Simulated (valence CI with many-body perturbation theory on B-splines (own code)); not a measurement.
E1 transitions of Sr³³⁺

Calculated by relativistic CI+MBPT: three valence electrons over a frozen Dirac-Fock core [He], radial functions for each j: 11 s, 11 p, 9 d, 7 f, 5 g, 2 h, 1 i, with the one-electron correlation potential Σ1 (screened to all orders), the two-electron term Σ2, the three-electron term Σ3, Breit, model QED; selected single and double excitations, second order for the rest (own B-spline code, finite nucleus).

The last digits are not significant, and no measured levels were compared; by estimate large intervals hold to a few tenths of a per cent, small ones and those within an open d or f shell to about a per cent.

Lines 101 to 150 of 268 in falling wavelength, among levels below 2728.4 eV, chosen from the strongest by gf and those to the six lowest levels. Wavelengths and rates use the calculated energies. Electric multipoles are in the length gauge, E1 and E2 with the static RPA response of the core. Weak lines are less certain than strong ones. Lines between different terms over intervals too small for the method are left out, as are lines whose strength nearly cancels. The highest levels of a list are the least certain.

Levels are named by their leading jj configuration (3d3/2^4 stands for four electrons in 3d with j = 3/2), which in mixed levels can hold well under half, so a name can repeat and another be missing. Letters in brackets count levels of one name in rising energy.

```
λ vac (nm)                          Upper                       Lower   A (s⁻¹)  S (a.u.) with core polarisation  S without
    0.5411                (2s^2 3s) J=1/2          (2s^2 2p3/2) J=3/2  9.99e+12                         1.56e-03   1.56e-03
    0.5409        (2s 2p1/2 3s) J=1/2 [a]  (2s 2p1/2 2p3/2) J=3/2 [a]  1.07e+13                         1.68e-03   1.67e-03
    0.5381            (2s 2p1/2 3s) J=3/2  (2s 2p1/2 2p3/2) J=3/2 [a]  1.09e+12                         3.37e-04   3.35e-04
    0.5348     (2s 2p1/2 3d3/2) J=3/2 [a]  (2s 2p1/2 2p3/2) J=3/2 [b]  4.57e+12                         1.38e-03   1.38e-03
    0.5343     (2s 2p3/2 3d5/2) J=5/2 [a]          (2s 2p3/2^2) J=3/2  8.71e+12                         3.93e-03   3.94e-03
    0.5332     (2s 2p3/2 3d5/2) J=3/2 [a]          (2s 2p3/2^2) J=3/2  1.63e+13                         4.87e-03   4.88e-03
    0.5329        (2s 2p3/2 3s) J=3/2 [a]  (2s 2p1/2 2p3/2) J=3/2 [b]  5.03e+11                         1.50e-04   1.50e-04
    0.5329     (2s 2p3/2 3d5/2) J=3/2 [a]          (2s 2p3/2^2) J=1/2  2.28e+13                         6.80e-03   6.81e-03
    0.5328         (2s 2p1/2 3d3/2) J=5/2  (2s 2p1/2 2p3/2) J=3/2 [b]  1.78e+12                         7.97e-04   7.97e-04
    0.5321      (2p1/2 2p3/2 3d5/2) J=7/2       (2p1/2 2p3/2^2) J=5/2  2.97e+12                         1.76e-03   1.77e-03
    0.5316             (2p3/2^2 3s) J=5/2       (2p1/2 2p3/2^2) J=5/2  8.46e+12                         3.77e-03   3.76e-03
    0.5314         (2p1/2 2p3/2 3s) J=5/2       (2p1/2^2 2p3/2) J=3/2  1.27e+13                         5.64e-03   5.63e-03
    0.5311     (2s 2p1/2 3d5/2) J=5/2 [a]  (2s 2p1/2 2p3/2) J=3/2 [b]  4.94e+12                         2.19e-03   2.19e-03
    0.5305          (2p1/2^2 3d3/2) J=3/2       (2p1/2^2 2p3/2) J=3/2  1.25e+13                         3.70e-03   3.70e-03
    0.5304         (2s 2p3/2 3d5/2) J=1/2          (2s 2p3/2^2) J=1/2  8.78e+13                         1.29e-02   1.29e-02
    0.5303     (2s 2p1/2 3d3/2) J=3/2 [b]  (2s 2p1/2 2p3/2) J=3/2 [b]  5.59e+12                         1.64e-03   1.65e-03
    0.5303      (2p1/2 2p3/2 3d5/2) J=5/2       (2p1/2 2p3/2^2) J=5/2  8.77e+12                         3.87e-03   3.87e-03
    0.5302         (2s 2p1/2 3d3/2) J=1/2  (2s 2p1/2 2p3/2) J=3/2 [b]  2.01e+12                         2.95e-04   2.95e-04
    0.5295         (2s 2p1/2 3d5/2) J=3/2      (2s 2p1/2 2p3/2) J=1/2  5.99e+13                         1.75e-02   1.76e-02
    0.5288        (2s 2p1/2 3s) J=1/2 [a]          (2s 2p1/2^2) J=1/2  2.49e+12                         3.63e-04   3.62e-04
    0.5286             (2p3/2^2 3s) J=5/2       (2p1/2 2p3/2^2) J=3/2  2.07e+13                         9.07e-03   9.07e-03
    0.5279            (2s 2p3/2 3s) J=5/2      (2s 2p1/2 2p3/2) J=5/2  8.89e+12                         3.87e-03   3.86e-03
    0.5277         (2s 2p1/2 3d5/2) J=3/2  (2s 2p1/2 2p3/2) J=3/2 [b]  1.58e+13                         4.58e-03   4.59e-03
    0.5276          (2p1/2^2 3d5/2) J=5/2       (2p1/2^2 2p3/2) J=3/2  5.26e+13                         2.29e-02   2.29e-02
    0.5274      (2p1/2 2p3/2 3d5/2) J=3/2       (2p1/2 2p3/2^2) J=3/2  3.39e+13                         9.81e-03   9.81e-03
    0.5273     (2s 2p1/2 3d5/2) J=5/2 [b]  (2s 2p1/2 2p3/2) J=3/2 [b]  6.87e+13                         2.98e-02   2.99e-02
    0.5272      (2p1/2 2p3/2 3d5/2) J=5/2       (2p1/2 2p3/2^2) J=3/2  2.33e+13                         1.01e-02   1.01e-02
    0.5267     (2s 2p1/2 3d3/2) J=3/2 [a]      (2s 2p1/2 2p3/2) J=5/2  4.55e+11                         1.31e-04   1.31e-04
    0.5267             (2p3/2^2 3s) J=3/2       (2p1/2 2p3/2^2) J=3/2  1.10e+13                         3.18e-03   3.18e-03
    0.5262            (2s 2p1/2 3s) J=3/2          (2s 2p1/2^2) J=1/2  6.00e+12                         1.73e-03   1.72e-03
    0.5253         (2s 2p3/2 3d3/2) J=7/2          (2s 2p3/2^2) J=5/2  8.54e+12                         4.89e-03   4.89e-03
    0.5252     (2s 2p3/2 3d3/2) J=3/2 [b]          (2s 2p3/2^2) J=3/2  1.69e+13                         4.85e-03   4.85e-03
    0.5250     (2s 2p3/2 3d3/2) J=3/2 [a]          (2s 2p3/2^2) J=5/2  9.19e+12                         2.63e-03   2.63e-03
    0.5249        (2s 2p3/2 3s) J=3/2 [a]      (2s 2p1/2 2p3/2) J=5/2  6.54e+11                         1.87e-04   1.85e-04
    0.5249     (2s 2p3/2 3d3/2) J=3/2 [b]          (2s 2p3/2^2) J=1/2  3.53e+13                         1.01e-02   1.01e-02
    0.5248         (2s 2p1/2 3d3/2) J=5/2      (2s 2p1/2 2p3/2) J=5/2  8.63e+12                         3.70e-03   3.70e-03
    0.5246            (2s 2p3/2 3s) J=1/2  (2s 2p1/2 2p3/2) J=3/2 [b]  5.59e+12                         7.96e-04   7.93e-04
    0.5241        (2s 2p3/2 3s) J=3/2 [b]  (2s 2p1/2 2p3/2) J=3/2 [b]  3.60e+11                         1.02e-04   1.01e-04
    0.5236            (2s 2p3/2 3s) J=5/2  (2s 2p1/2 2p3/2) J=3/2 [a]  1.09e+13                         4.64e-03   4.63e-03
    0.5235     (2s 2p3/2 3d5/2) J=5/2 [b]          (2s 2p3/2^2) J=3/2  1.30e+14                         5.50e-02   5.51e-02
    0.5234                (2s^2 3s) J=1/2          (2s^2 2p1/2) J=1/2  4.35e+12                         6.15e-04   6.12e-04
    0.5232     (2s 2p3/2 3d5/2) J=5/2 [a]          (2s 2p3/2^2) J=5/2  6.30e+13                         2.67e-02   2.68e-02
    0.5231     (2s 2p1/2 3d5/2) J=5/2 [a]      (2s 2p1/2 2p3/2) J=5/2  1.03e+13                         4.38e-03   4.39e-03
    0.5230  (2p1/2 2p3/2 3p1/2) J=3/2 [a]          (2s 2p3/2^2) J=3/2  5.89e+12                         1.66e-03   1.67e-03
    0.5227  (2p1/2 2p3/2 3p1/2) J=3/2 [a]          (2s 2p3/2^2) J=1/2  1.39e+13                         3.92e-03   3.93e-03
    0.5226     (2s 2p3/2 3d5/2) J=3/2 [b]          (2s 2p3/2^2) J=3/2  3.47e+13                         9.77e-03   9.78e-03
    0.5224     (2s 2p1/2 3d3/2) J=3/2 [a]  (2s 2p1/2 2p3/2) J=3/2 [a]  6.31e+12                         1.78e-03   1.78e-03
    0.5224     (2s 2p1/2 3d3/2) J=3/2 [b]      (2s 2p1/2 2p3/2) J=5/2  3.37e+12                         9.49e-04   9.51e-04
    0.5223     (2s 2p3/2 3d5/2) J=3/2 [b]          (2s 2p3/2^2) J=1/2  3.89e+13                         1.09e-02   1.10e-02
    0.5221     (2s 2p3/2 3d5/2) J=3/2 [a]          (2s 2p3/2^2) J=5/2  1.05e+13                         2.95e-03   2.96e-03
```
